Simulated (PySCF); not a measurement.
**Structure from NMR data**

The spectra below were simulated for a compound C$_{4}$H$_{7}$N$_{3}$O$_{2}$Si.

¹H NMR (400 MHz, computed): δ 9.06 (s, 1H), 5.19 (s, 3H), 4.23 (s, 3H).

¹³C{¹H} NMR (computed): δ 162.4 (C), 160.8 (C), 156.3 (CH), 55.7 (CH3).

[PySCF 2.14.0 with density-fitted response routines: NMR shieldings at PBE0/pcSseg-1/GIAO; GFN2-xTB structure; single conformer; isolated molecule; fast rotation and ring inversion assumed for equivalent nuclei; non-relativistic Hamiltonian]

δ = σ(ref) − σ, references computed at the same level: ¹H (σ = 31.72 ppm), ¹³C (σ = 186.93 ppm) vs TMS.

Q: Choose the structure that fits.
A. COC(=O)c1cnn([SiH3])n1
B. OCc1ncnnc1O[SiH3]
C. COc1ncnnc1O[SiH3]

A: C. 

- The formula gives 4 degrees of unsaturation (1 ring in the answer).
- 4 carbon signals for 4 carbons: no two carbons are equivalent.
- Carbon types of the structure: 2 × C, 1 × CH, 1 × CH3, leaving 3 H on heteroatoms.
- δC 162.4, 160.8: aromatic carbon bearing oxygen; the electronegative substituent deshields the carbon that carries it.
- δC 156.3: aromatic CH between two ring heteroatoms.
- δC 55.7: methyl carbon bonded to O; deshielded by the electronegative neighbour.
- δH 9.06: hydrogen on an aromatic CH between two ring heteroatoms; aromatic region.
- δH 4.23: hydrogen on a methyl carbon bonded to O; its carbon carries O, hence the downfield position.

The others: OCc1ncnnc1O[SiH3] has carbons computed at 167.4, 158.3, 156.9, 63.3, with a different DEPT pattern; COC(=O)c1cnn([SiH3])n1 has carbons computed at 169.0, 150.1, 145.4, 53.8.

Shifts are as computed. Against solution values, carbons near 30 ppm lie about +3 ppm off and those near 130 ppm about +5 ppm. Of 1211 compounds with measured shifts, 218 miss one by over three times the rms of a fit or turn the order of signals round; such compounds aren't used in these exercises. Multiplicities follow the n + 1 count of equivalent neighbours, as no J values were calculated; m marks all less simple cases, F and P coupling included.
